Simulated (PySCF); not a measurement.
F$_{2}$ISi, SMILES `F[Si](F)I` (charge 0, multiplicity 2)

Method: PySCF with r2SCAN-D4/def2-TZVP.

```
Item                                                   Result
-----------------------------  ------------------------------
highest occupied spin orbital                        -6.38 eV
dipole moment                                          0.96 D
total energy                                     -787.1281 Ha
cost                           around 11 core-minutes (rough)
```

Bonded distances (Å): F1–Si2 1.590, Si2–F3 1.590, Si2–I4 2.442. Bond angles (°): F1–Si2–F3 106.0, F1–Si2–I4 109.7, F3–Si2–I4 109.7.
Charge 0, spin multiplicity 2.
